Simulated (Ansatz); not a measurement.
`CSC[SiH2]O` and `CSC` differ in one atom or group.

Ansatz, PBE0-D4/def2-TZVP geometries, multiplicity 1. Each molecule was computed in one conformer, which needn't be the lowest.

```json
{"property": "HOMO energy (ωB97M-V/def2-TZVPP) / eV", "`CSC[SiH2]O`": "-8.73"}
{"property": "HOMO energy (PBE/def2-TZVPP) / eV", "`CSC[SiH2]O`": "-5.35"}
{"property": "LUMO energy (PBE/def2-TZVPP) / eV", "`CSC[SiH2]O`": "-0.67"}
{"property": "LUMO energy (ωB97M-V/def2-TZVPP) / eV", "`CSC[SiH2]O`": "1.93"}
{"property": "LUMO energy (B3LYP/def2-TZVPP) / eV", "`CSC[SiH2]O`": "0.00"}
{"property": "HOMO energy (B3LYP/def2-TZVPP) / eV", "`CSC[SiH2]O`": "-6.33"}
```

Question: What does the change do to each property? (Best estimate.)

Answer: Computed: 
| property | `CSC` | shift |
| --- | --- | --- |
| HOMO energy (ωB97M-V/def2-TZVPP) / eV | -8.46 | 0.27 |
| HOMO energy (PBE/def2-TZVPP) / eV | -5.00 | 0.35 |
| LUMO energy (PBE/def2-TZVPP) / eV | 0.07 | 0.74 |
| LUMO energy (ωB97M-V/def2-TZVPP) / eV | 2.78 | 0.85 |
| LUMO energy (B3LYP/def2-TZVPP) / eV | 0.74 | 0.74 |
| HOMO energy (B3LYP/def2-TZVPP) / eV | -6.01 | 0.32 |

With PBE0 the HOMO rises by 0.31 eV and the LUMO rises by 0.81 eV, so the gap widens by about 0.50 eV. PBE moves the HOMO by 0.35 eV and ωB97M-V by 0.27 eV. The zero-point energy changes by -58.1 kJ/mol with -12 modes.

B3LYP here is the variant with VWN-RPA as its local correlation; programs differ in this.
